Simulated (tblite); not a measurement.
Species: C4H7O2S (doublet state).
Atom-mapped SMILES: `[CH3:1][C:2]([SH:3])[O:4][CH2:5][CH:6]=[O:7]` (hydrogens: H8, H9, H10 on C1; H11 on S3; H12, H13 on C5; H14 on C6)

Computed geometry: GFN2-xTB, gas phase. This method treats the open shell by occupation alone, without spin polarisation.

(1) Give the optimised bond lengths and angles.

## Answers

(1) 
| bond | length (Å) |
| --- | --- |
| C1–C2 | 1.487 |
| C2–S3 | 1.756 |
| C2–O4 | 1.345 |
| O4–C5 | 1.440 |
| C5–C6 | 1.506 |
| C6=O7 | 1.201 |
| C1–H8 | 1.096 |
| C1–H9, C1–H10 | 1.089 |
| S3–H11 | 1.331 |
| C5–H12, C5–H13 | 1.094 |
| C6–H14 | 1.107 |

Bonds in one row agree within 0.01 Å and their mean is given. A selection of angles:
| angle | degrees |
| --- | --- |
| C2–C1–H8 | 113.0 |
| C2–C1–H9 | 110.0 |
| H8–C1–H9 | 108.1 |
| H9–C1–H10 | 109.0 |
| C1–C2–S3 | 117.1 |
| C1–C2–O4 | 123.4 |
| S3–C2–O4 | 116.1 |
| C2–S3–H11 | 95.0 |
| C2–O4–C5 | 120.2 |
| O4–C5–C6 | 109.5 |
| O4–C5–H12 | 106.0 |
| O4–C5–H13 | 110.2 |
| C6–C5–H12 | 110.7 |
| H12–C5–H13 | 109.8 |
| C5–C6–O7 | 124.9 |
| C5–C6–H14 | 113.1 |
| O7–C6–H14 | 121.9 |

Torsions: C1–C2–O4–C5 -39° (synclinal); C2–O4–C5–C6 -79° (synclinal); O4–C5–C6–O7 -130° (anticlinal); H11–S3–C2–C1 -179° (antiperiplanar). The mirror-image conformer, all signs reversed, is as good.

C2 (carbon bonded to C, O and S) is almost planar (angles 123.4°, 117.1° and 116.1°, sum 356.6°, 0.16 Å off the plane of its three neighbours). Of the pairs four or more bonds apart, C1···H13 is among the closest relative to their van der Waals radii: 2.62 Å, 90 % of the sum of Bondi's values. O4 (oxygen bonded to 2 C) is bent (angle 120.2°). The C–O distances run from 1.201 Å (C6=O7, drawn double) to 1.440 Å (O4–C5, drawn single), a spread of 0.239 Å. C6 (carbon bonded to C, O and H) is planar (angles 124.9°, 121.9° and 113.1°, sum 360.0°, 0.02 Å off the plane of its three neighbours).

Point group: C1 (no symmetry element, even within 0.4 Å). Its GFN2-xTB frequencies are all real (lowest 39 cm⁻¹). Torsions: C1–C2–S3–H -179°, C1–C2–O4–C5 -39°, C2–O4–C5–C6 -79°, O4–C5–C6–O7 -130°.
